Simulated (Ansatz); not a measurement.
Geometry optimisation, RKS PBE-D4/def2-SVP in Ansatz 0.2.0.

The input (input.yaml):

```yaml
crystal:
  periodic: [false, false, false]
  atoms:
    - { symbol: W, position_ang: [0.480435, -0.094906, -0.118793] }
    - { symbol: H, position_ang: [-0.504147, 0.125126, 2.624169] }
    - { symbol: H, position_ang: [1.265659, -0.473621, -1.586402] }
    - { symbol: H, position_ang: [0.048714, 1.503964, 0.188629] }
    - { symbol: H, position_ang: [-1.152372, 0.343317, -0.197965] }
    - { symbol: O, position_ang: [-0.492254, -1.702976, 0.264406] }
    - { symbol: H, position_ang: [0.160959, -2.436572, 0.348438] }
    - { symbol: H, position_ang: [-0.020146, 0.767918, -1.498222] }
    - { symbol: O, position_ang: [1.914383, 0.347364, 1.086079] }
    - { symbol: Al, position_ang: [3.208458, 1.244032, 1.837001] }
    - { symbol: H, position_ang: [4.116934, 0.407468, 2.840894] }
    - { symbol: H, position_ang: [3.402111, 2.776473, 1.462554] }
    - { symbol: H, position_ang: [0.195565, 0.241213, 2.487012] }
basis:
  gaussian: { orbitals: def2-SVP }
hamiltonian:
  xc: pbe
  dispersion: d4
relax:
  f_tol: 0.03
  max_steps: 50
```

Command:

```bash
$ ansatz run input.yaml --threads 4 --pin off --max-ram 5120MiB --backend cpu --events-out ev --progress --plain --runs-dir out
```

**Question.** Where does it end, and by what steps?

**Answer.** It converged. The force dipped under the threshold on the way, but the program's further checks kept it going. After 42 steps the energy has fallen by 0.302 eV; H2 moved furthest, 1.90 Å.

```tsv
step	energy less start (eV)	largest force component (eV/Å)	accepted
0	0.0000	1.848	yes
2	-0.1382	0.168	yes
4	-0.1577	0.318	yes
6	-0.1711	0.104	yes
8	-0.1743	0.052	yes
10	-0.1244	1.188	no
12	-0.1892	0.068	yes
14	-0.1920	0.131	yes
16	-0.1952	0.099	yes
18	-0.1986	0.103	yes
20	-0.2003	0.029	yes
22	-0.2015	0.136	yes
24	-0.2032	0.132	yes
26	-0.2121	0.265	yes
28	-0.2471	0.216	yes
30	-0.2628	0.234	no
32	-0.2858	0.061	yes
34	-0.2913	0.196	yes
36	-0.2957	0.213	yes
38	-0.3004	0.039	yes
40	-0.3012	0.034	yes
42	-0.3023	0.023	yes
```

```xyz
13
Properties=species:S:1:pos:R:3
W 0.525 -0.212 -0.508
H 1.065 0.430 3.649
H 1.315 -0.548 -1.989
H 0.273 1.404 -0.087
H -1.046 0.413 -0.617
O -0.642 -1.692 -0.124
H -0.080 -2.492 0.005
H 0.207 0.831 -1.823
O 1.875 -0.038 0.802
Al 2.550 1.006 2.051
H 3.588 0.297 3.027
H 2.258 2.567 1.974
H 0.738 1.081 3.378
```

Whether the end is a true minimum wasn't checked by a vibrational analysis.

Time of the run: 77 s on 4 threads of Arm Neoverse V1, with other jobs on the host, peak memory 0.18 GiB.
